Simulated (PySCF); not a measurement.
Job file and geometry (Å, from GFN2-xTB) of an NMR shielding run on `InChI=1S/C4H12O2SSi2/c1-3-4(8-3)6-9(5)7-2/h3-5,9H,8H2,1-2H3/t3-,4-,9+/m1/s1`, PySCF 2.14.0, density-fitted response routines, GIAO PBE0/pcSseg-1 NMR shielding, non-relativistic, gas phase; density fitting, a coarse starting grid and PySCF grid level 2 are the driver's defaults:

```
$ OMP_NUM_THREADS=1 python probes_run.py task.json out

{"job": {"kind": "nmr", "xc": "PBE0", "basis": "pcSseg-1"}, "charge": 0, "multiplicity": 1}
C      3.595300    -1.353926    -0.298809
S      1.824228    -1.417711     0.106296
Si     1.426037     0.685341     0.202887
O      2.058358     1.356263    -1.129824
O     -0.149627     0.993583     0.160527
C     -1.178467     0.602615     1.016019
Si    -1.800816    -1.186935     1.119008
C     -2.555214     0.384573     0.371174
C     -2.646410     0.555194    -1.127985
H      3.908531    -2.373534    -0.496840
H      4.144664    -0.950304     0.545817
H      3.739121    -0.733212    -1.177188
H      2.089153     1.230639     1.382488
H      1.585901     2.049429    -1.582540
H     -1.180828     1.226468     1.908531
H     -2.253454    -1.601660     2.434324
H     -1.245678    -2.151120     0.195344
H     -3.361839     0.895544     0.889771
H     -2.559475     1.608464    -1.397117
H     -3.601290     0.185514    -1.496325
H     -1.847116     0.011718    -1.626033
```

Question: Write the output of this run.

Answer: 
```
coarse grid: 18832 points
cycle   1  E = -1286.2712399510  dE =  1.142e+00  |g| = 9.463e-01  |ddm| = 4.205e+00
cycle   2  E = -1286.0597813543  dE =  2.115e-01  |g| = 1.413e+00  |ddm| = 1.947e+00
cycle   3  E = -1286.4369747861  dE = -3.772e-01  |g| = 1.181e-01  |ddm| = 1.357e+00
cycle   4  E = -1286.4395807262  dE = -2.606e-03  |g| = 5.920e-02  |ddm| = 1.868e-01
cycle   5  E = -1286.4402922273  dE = -7.115e-04  |g| = 1.609e-02  |ddm| = 6.637e-02
cycle   6  E = -1286.4403409245  dE = -4.870e-05  |g| = 4.591e-03  |ddm| = 1.819e-02
cycle   7  E = -1286.4403450948  dE = -4.170e-06  |g| = 8.290e-04  |ddm| = 5.321e-03
final grid: 167312 points
cycle   8  E = -1286.5162842253  dE = -3.530e-05  |g| = 1.233e-02  |ddm| = 2.853e-02
cycle   9  E = -1286.5162534642  dE =  3.076e-05  |g| = 1.737e-02  |ddm| = 2.218e-02
cycle  10  E = -1286.5163151434  dE = -6.168e-05  |g| = 1.231e-03  |ddm| = 1.366e-02
cycle  11  E = -1286.5163154594  dE = -3.160e-07  |g| = 2.578e-04  |ddm| = 1.295e-03
cycle  12  E = -1286.5163154722  dE = -1.278e-08  |g| = 1.011e-04  |ddm| = 3.108e-04
cycle  13  E = -1286.5163154742  dE = -1.965e-09  |g| = 3.152e-05  |ddm| = 1.128e-04
cycle  14  E = -1286.5163154744  dE = -1.955e-10  |g| = 7.844e-06  |ddm| = 3.240e-05
converged SCF energy = -1286.5163154744

GIAO shielding tensors (ppm)
atom      isotropic    diamagn.    paramagn.     s11        s22        s33       span
  0 C      176.488     250.289     -73.800    166.949    170.181    192.335     25.386
  1 S      646.658    1063.121    -416.463    582.316    624.244    733.415    151.099
  2 Si     369.970     882.034    -512.064    339.371    376.233    394.306     54.935
  3 O      288.192     389.942    -101.751    259.025    289.303    316.246     57.221
  4 O      294.235     401.066    -106.831    274.153    288.321    320.232     46.078
  5 C      130.835     245.370    -114.535     87.118    110.312    195.073    107.955
  6 Si     490.485     882.571    -392.086    381.613    413.027    676.814    295.202
  7 C      173.850     260.782     -86.932    146.395    170.306    204.850     58.455
  8 C      174.569     245.140     -70.570    164.627    173.899    185.182     20.555
  9 H       29.664      28.501       1.163     23.744     26.827     38.422     14.678
 10 H       29.732      28.391       1.340     23.762     27.389     38.044     14.282
 11 H       29.300      29.184       0.116     22.260     29.058     36.581     14.320
 12 H       26.045      30.601      -4.557     22.729     23.537     31.868      9.139
 13 H       29.747      33.169      -3.423     21.036     24.965     43.239     22.203
 14 H       27.376      31.260      -3.884     21.183     27.419     33.527     12.344
 15 H       29.202      30.965      -1.763     24.130     25.601     37.876     13.746
 16 H       28.865      31.806      -2.941     24.469     27.966     34.160      9.691
 17 H       30.433      31.446      -1.013     24.069     27.494     39.737     15.668
 18 H       30.134      29.937       0.196     25.112     27.465     37.823     12.711
 19 H       30.053      27.812       2.241     25.062     27.355     37.742     12.680
 20 H       30.594      31.819      -1.225     25.759     30.658     35.366      9.607
```

Size and cost of the density-fitted run: 234 basis functions, 86 s wall time on 1 thread of an Arm Neoverse N1, shared host; peak memory 1.1 GiB.
